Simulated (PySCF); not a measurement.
H3O, charge +1. Atoms are numbered in the order given.

```xyz
4

O      0.0000     0.0000     0.0742
H      0.8173     0.4719    -0.1977
H      0.0000    -0.9438    -0.1977
H     -0.8173     0.4719    -0.1977
```
Charge +1, spin multiplicity 1.

Geometry: B3LYP-D3(BJ)/def2-TZVPD.

Method: PBE/pcSseg-2 run with PySCF.

GIAO shieldings, no solvent; atoms alike by connectivity are averaged. δ = σ(ref) − σ: ¹⁷O against H2O (σ = 327.5 ppm); ¹H against TMS (σ = 31.47 ppm), references at their B3LYP-D3(BJ)/def2-TZVP geometries, non-relativistic.

Question: Estimate the chemical shifts. (Estimate from the structure and the level; the computed values follow.)

Answer: 
```tsv
nucleus	atoms	count	δ (ppm)
¹⁷O	O1	1	27.1
¹H	H2, H3, H4	3	7.36
```
